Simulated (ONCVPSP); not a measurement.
**Cu (Z = 29): variants of one ONCV potential**

Base potential:

```
Element                 : copper
Generator               : ONCVPSP 4.0.1
Type                    : optimised norm-conserving Vanderbilt (ONCV)
Functional              : PBEsol
Relativity              : scalar-relativistic
Frozen core             : [Ne]
Valence charge          : 19
Reference configuration : 3s2 3p6 3d10 4s0.5 (charge +0.5)
Partial waves           : 3s+4s: rc 1.05 bohr, ncon 4, nbas 9, qcut 9.7 1/bohr, 2 projectors; 3p: rc 1.10 bohr, ncon 4, nbas 7, qcut 14.6 1/bohr, 2 projectors, debl 0.5 Ha; 3d: rc 0.75 bohr, ncon 4, nbas 8, qcut 13.9 1/bohr, 2 projectors, debl 0.5 Ha; f scattering state at 0.2 Ha: rc 0.85 bohr, ncon 4, nbas 9, qcut 15.1 1/bohr, 3 projectors, debl 0.7 Ha
Local potential         : polynomial inside 0.55 bohr (lpopt 5, dvloc0 0 Ha)
Core correction         : Teter function fitted to the true core (icmod 2), fcfact 0.65
```

In the p channel the program set the typed energies aside and used -2.796, 0.250 Ha.

All-electron outer shells of the reference configuration (PBEsol, scalar-relativistic, ld1.x):

| shell | level (eV) | outermost node (bohr) | outermost maximum (bohr) |
| --- | --- | --- | --- |
| 2p | -920.39 | – | 0.16 |
| 3s | -118.48 | 0.29 | 0.61 |
| 3p | -76.09 | 0.26 | 0.62 |
| 3d | -9.14 | – | 0.60 |
| 4s | -8.06 | 0.89 | 2.19 |

Cutoffs, loose and tight: the cutoffs (Ha) at which the residual kinetic energy of the hardest occupied pseudo-wave falls to 1 and 0.1 mHa per electron. They do not see the model core or the augmentation charge, which bear on the density cutoff. Test errors are all-electron minus pseudo excitation energies from the reference, over the configurations 3s2 3p6 3d10 4s1; 3s2 3p6 3d10 4s0; 3s2 3p6 3d9 4s0; 3s1 3p6 3d10 4s1. A dash means not determined; rows that change the core or the reference have their own tests. The largest error is taken over the tests solved by every variant that gives reliable tests at all: 3s1 3p6 3d10 4s1; 3s2 3p6 3d10 4s0; 3s2 3p6 3d9 4s0.

A true bound ghost makes a file unfit for plane-wave use even where its test errors are small: the radial tests pick states by their node count and pass the ghost by.

```tsv
change	outcome	cutoff, loose	cutoff, tight	bound ghosts	GHOST(+) flags above zero	largest test error (meV)
base	generated, projector energies reset by the program	356 Ha	432 Ha	f	s, d, f	-57
all radii but the core radius scaled by about 0.78 (s 0.82, p 0.86, d 0.58, f 0.66 bohr); local potential polynomial inside 0.44 bohr (lpopt 5, dvloc0 0 Ha)	generated, projector energies reset by the program	679 Ha	855 Ha	f	s, d, f	+8.8
all radii but the core radius scaled by about 0.90 (s 0.94, p 1.00, d 0.68, f 0.76 bohr); local potential polynomial inside 0.50 bohr (lpopt 5, dvloc0 0 Ha)	generated, projector energies reset by the program	468 Ha	542 Ha	f	s	-24
all radii but the core radius scaled by about 0.96 (s 1.00, p 1.06, d 0.72, f 0.82 bohr); local potential polynomial inside 0.52 bohr (lpopt 5, dvloc0 0 Ha)	generated, projector energies reset by the program	405 Ha	477 Ha	f	s	-41
all radii but the core radius scaled by about 1.08 (s 1.14, p 1.18, d 0.80, f 0.92 bohr); local potential polynomial inside 0.60 bohr (lpopt 5, dvloc0 0 Ha)	generated, projector energies reset by the program	215 Ha	367 Ha	f	s, d	-96
all radii but the core radius scaled by about 1.13 (s 1.18, p 1.24, d 0.84, f 0.96 bohr); local potential polynomial inside 0.62 bohr (lpopt 5, dvloc0 0 Ha)	generated, projector energies reset by the program	131 Ha	323 Ha	f	none	-119
all radii but the core radius scaled by about 1.20 (s 1.26, p 1.32, d 0.90, f 1.02 bohr); local potential polynomial inside 0.66 bohr (lpopt 5, dvloc0 0 Ha)	generated, projector energies reset by the program	94 Ha	261 Ha	none	f	-163
all radii but the core radius scaled by about 1.27 (s 1.34, p 1.40, d 0.96, f 1.08 bohr); local potential polynomial inside 0.70 bohr (lpopt 5, dvloc0 0 Ha)	generated, projector energies reset by the program	88 Ha	126 Ha	none	f	-214
all radii but the core radius scaled by about 1.33 (s 1.40, p 1.46, d 1.00, f 1.12 bohr); local potential polynomial inside 0.72 bohr (lpopt 5, dvloc0 0 Ha)	generated, projector energies reset by the program	85 Ha	96 Ha	none	none	-250
```

(1) What comes out with this change to the base: all radii but the core radius scaled by about 0.84 (s 0.88, p 0.92, d 0.64, f 0.72 bohr); local potential polynomial inside 0.46 bohr (lpopt 5, dvloc0 0 Ha)?

Answers

(1) outcome: failed: optimize: ERROR ps0norm > uunorm, code will stop. Cause: the continuity conditions at rc already need more norm inside rc than the all-electron wave has, so norm conservation cannot be met.

Reading the sweep of the scale of all radii but the core radius (base = 1) (base included, trends over the rows without a ghost): Bound ghosts are found at 0.78, 0.9, 0.96, 1, 1.08, 1.13. The generation fails at 0.84.
